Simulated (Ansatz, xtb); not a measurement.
**AlCl3H5NSi: 3 structures ranked**

3 gas-phase structures of AlCl3H5NSi, found in a search over its isomers (lower ones may exist). Each was relaxed with GFN2-xTB; where two conformers were screened, the lower at r2SCAN-D4/def2-SVP is listed:

A. `[Cl][AlH2-][NH2+][SiH](Cl)Cl`, a singlet
B. `Cl[SiH2][NH2+][AlH-]([Cl])[Cl]`, a singlet
C. `[SiH3][NH2+][Al-]([Cl])([Cl])[Cl]`, a singlet

**Question.** Estimate their order in r2SCAN-D4/def2-SVP energy at these geometries, lowest first.

**Answer.** Calculated order at r2SCAN-D4/def2-SVP: C (0.0), B (21.8), A (40.2) kcal/mol.

Energies above the lowest of each column, in kcal/mol; the last columns are at PBE-D3(BJ)/def2-SVP geometries and were run for some of them only (a dash: not run or not comparable):

| structure | GFN2-xTB | HF/STO-3G | r2SCAN-D4/def2-SVP | PBE-D3(BJ)/def2-SVP | CCSD(T)/def2-SVP + ΔMP2/def2-TZVPP |
| --- | --- | --- | --- | --- | --- |
| C | 0.0 | 0.0 | 0.0 | 0.0 | 0.0 |
| B | 7.8 | 34.2 | 21.8 | 20.1 | 18.9 |
| A | 27.7 | 72.4 | 40.2 | – | – |

Every level run on C puts it lowest or level with the lowest. Flexible structures stand in one conformer each, not always the lowest. Frequencies (PBE-D3(BJ)/def2-SVP) were run for B, C alone. ΔMP2 is the change of the MP2 energy from the smaller to the larger basis.

Programs: Ansatz 0.2.0, xtb 6.7.1.
